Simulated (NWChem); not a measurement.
Species: C$_{2}$H$_{3}$F$_{2}$NSi; SMILES N#CC[SiH](F)F

```xyz
9

N     -0.3350    -2.9623    -0.2717
C      0.1709    -1.9835     0.0952
C      0.7769    -0.7250     0.5099
Si    -0.0427     0.7571    -0.3262
F     -1.5004     0.9710     0.2983
F      0.8449     2.0401     0.0430
H      0.6998    -0.6114     1.5988
H      1.8458    -0.7274     0.2598
H     -0.1414     0.6192    -1.7898
```
Atoms are numbered in this order, from 1.

Results from NWChem. Pople sets run with spherical d functions. Structure relaxed at the B3LYP/6-31G* (spherical d) level. B3LYP is NWChem's, with the RPA form of VWN correlation. Level: B3LYP/6-31G* with SMD (1 M gas to 1 M solution), gas-phase geometry. Reactions with the solvent are ignored.

For solvent toluene:

```
Item                                         Value
-------------------------------------------  -----
cavity-dispersion-structure term (kcal/mol)    0.8
dipole in solution (D)                        3.40
```

**Question.** How do the values read with solvent water instead?

**Answer.** The cavity-dispersion-structure term (kcal/mol) comes out as 5.2. The dipole in solution (D) is 3.88.
